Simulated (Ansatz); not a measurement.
Species: sum formula H4Si2OF (charge 0, doublet). It need not be the lowest isomer of its formula. 
Geometry from a B3LYP-D3(BJ)/def2-TZVP (Ansatz, an electronic-structure program) optimisation:
SMILES: F[SiH2]O[SiH2]
```xyz
8

F     -1.7237     0.7099    -0.8053
Si    -1.1581    -0.4729     0.1127
O      0.3875    -0.1648     0.4999
Si     1.9096     0.3034     0.0794
H     -1.9591    -0.5069     1.3459
H     -1.2467    -1.7161    -0.6740
H      2.8353    -0.1908     1.1323
H      2.2627    -0.2834    -1.2440
```
Charge 0, spin multiplicity 2.

Basis-set convergence of Hartree-Fock and CCSD correlation energies (hartree) with Ansatz. Valence correlation only, unless marked. Open shells are spin-unrestricted. No spin-orbit coupling. Non-relativistic.

```json
[
 {"basis": "aug-cc-pV(D+d)Z", "functions": "146", "E(HF)": "-754.64172", "E(corr, CCSD)": "-0.62504"},
 {"basis": "aug-cc-pV(T+d)Z", "functions": "294", "E(HF)": "-754.73093", "E(corr, CCSD)": "-0.75346"},
 {"basis": "aug-cc-pV(Q+d)Z", "functions": "522", "E(HF)": "-754.75130", "E(corr, CCSD)": "-0.79878"}
]
```

Extrapolating the two largest sets (X = 3 and 4) as X^-3: E(corr) = (64·(-0.79878) - 27·(-0.75346))/37 = -0.8319 Eh, an estimate of the basis-set limit. The largest set recovers 96.0 % of it, the smallest 75.1 %.
